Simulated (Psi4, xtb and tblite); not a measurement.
Two geometries of triphenylamine, SMILES c1cc(N(c2ccccc2)c2ccccc2)ccc1, relaxed at GFN2-xTB with one dihedral held; other torsions can differ between them too.

Structure A

```
34

C      3.9893    -0.9274     0.7506
C      3.0933    -1.8827     0.3007
C      1.7703    -1.5520     0.0775
C      1.3238    -0.2522     0.3084
N     -0.0232     0.0874     0.1093
C     -0.9973    -0.8721     0.4247
C     -2.0560    -1.1453    -0.4401
C     -3.0027    -2.0931    -0.1021
C     -2.9054    -2.7885     1.0919
C     -1.8492    -2.5284     1.9499
C     -0.9026    -1.5770     1.6243
C     -0.3725     1.2488    -0.5812
C      0.5305     1.8831    -1.4354
C      0.1810     3.0556    -2.0768
C     -1.0654     3.6245    -1.8773
C     -1.9623     3.0078    -1.0203
C     -1.6207     1.8394    -0.3696
C      2.2278     0.7038     0.7712
C      3.5500     0.3659     0.9836
H      5.0227    -1.1890     0.9207
H      3.4276    -2.8927     0.1144
H      1.0748    -2.2978    -0.2792
H     -2.1273    -0.6152    -1.3787
H     -3.8172    -2.2969    -0.7817
H     -3.6462    -3.5298     1.3507
H     -1.7657    -3.0655     2.8834
H     -0.0809    -1.3708     2.2946
H      1.4993     1.4407    -1.6145
H      0.8905     3.5267    -2.7415
H     -1.3341     4.5405    -2.3811
H     -2.9337     3.4474    -0.8461
H     -2.3182     1.3775     0.3135
H      1.8822     1.7088     0.9644
H      4.2402     1.1151     1.3431
```

Structure B

```
34

C      4.0911    -0.8066     0.7864
C      3.2479    -1.8768     0.5318
C      1.9191    -1.6648     0.2260
C      1.4006    -0.3681     0.1890
N      0.0683    -0.1545    -0.1617
C     -0.9658    -0.9674     0.3117
C     -2.1748    -0.9946    -0.3859
C     -3.2184    -1.7845     0.0538
C     -3.0791    -2.5626     1.1912
C     -1.8862    -2.5312     1.8941
C     -0.8388    -1.7381     1.4674
C     -0.3043     1.1295    -0.6386
C     -0.0471     1.4686    -1.9620
C     -0.4516     2.6970    -2.4516
C     -1.1367     3.5808    -1.6341
C     -1.4168     3.2337    -0.3227
C     -1.0096     2.0097     0.1752
C      2.2586     0.7053     0.4286
C      3.5900     0.4821     0.7246
H      5.1304    -0.9767     1.0234
H      3.6322    -2.8861     0.5599
H      1.2721    -2.5007     0.0043
H     -2.2863    -0.3913    -1.2750
H     -4.1461    -1.7963    -0.4996
H     -3.8947    -3.1831     1.5303
H     -1.7723    -3.1211     2.7920
H      0.0779    -1.7025     2.0373
H      0.4868     0.7706    -2.5901
H     -0.2447     2.9594    -3.4787
H     -1.4572     4.5369    -2.0201
H     -1.9561     3.9186     0.3149
H     -1.2315     1.7269     1.1943
H      1.8765     1.7149     0.3865
H      4.2392     1.3247     0.9137
```

Task: Which is lower in energy at the level PBE0-D3(BJ)/def2-SVP // GFN2-xTB (Psi4), and by how much?

Result: A is lower, by 4.43 kJ/mol (dihedral C4–N5–C12–C13: 20° in A, 80° in B).

E(B) − E(A) in kJ/mol at the other levels, on the same two geometries: GFN2-xTB (xtb and tblite) 9.41; PBE0/def2-SVP // GFN2-xTB (Psi4) 4.00; PBE/def2-SVP // GFN2-xTB (Psi4) 4.78; PBE-D3(BJ)/def2-SVP // GFN2-xTB (Psi4) 5.39.
